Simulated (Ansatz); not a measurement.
Born–Oppenheimer molecular dynamics of Cl₆Mo (7 atoms, charge 0, multiplicity 1). It goes on from the last frame of an earlier run, with new velocities.

These are results of RKS PBE/def2-SVP (Ansatz), not measurements.

* ensemble: NVE (velocity Verlet)
* time step: 6 fs
* steps asked: 40
* starting velocities drawn for: 1000 K
* seed: 563714

First frame:

```xyz
7
Properties=species:S:1:pos:R:3
Mo -0.180 -0.062 0.345
Cl -0.526 0.044 2.669
Cl 2.339 -0.231 0.618
Cl -0.172 2.034 -0.379
Cl -2.440 -0.078 -0.114
Cl -0.120 -2.394 0.320
Cl 0.086 -0.352 -2.038
```

(1) How far do the bonds stretch over the last three quarters of this one trajectory? (Pairs bonded in most of those frames.)

Answers

(1) 
| bond | mean (Å) | spread (Å) | shortest | longest |
| --- | --- | --- | --- | --- |
| Mo1–Cl2 | 2.334 | 0.031 | 2.27 | 2.37 |
| Mo1–Cl3 | 2.354 | 0.091 | 2.22 | 2.50 |
| Mo1–Cl4 | 2.334 | 0.047 | 2.26 | 2.46 |
| Mo1–Cl5 | 2.327 | 0.060 | 2.24 | 2.42 |
| Mo1–Cl6 | 2.338 | 0.064 | 2.23 | 2.43 |
| Mo1–Cl7 | 2.352 | 0.056 | 2.23 | 2.42 |

Mean temperature of the second half: 1098 K. The conserved energy stayed within 1.6 meV per atom of its start (net change -0.89 meV per atom), so the integration is sound. A run of 0.24 ps of so small a system gives no equilibrium averages.

Run time: 100 s on 4 threads of Arm Neoverse V2 (shared host), peak memory 0.26 GiB.
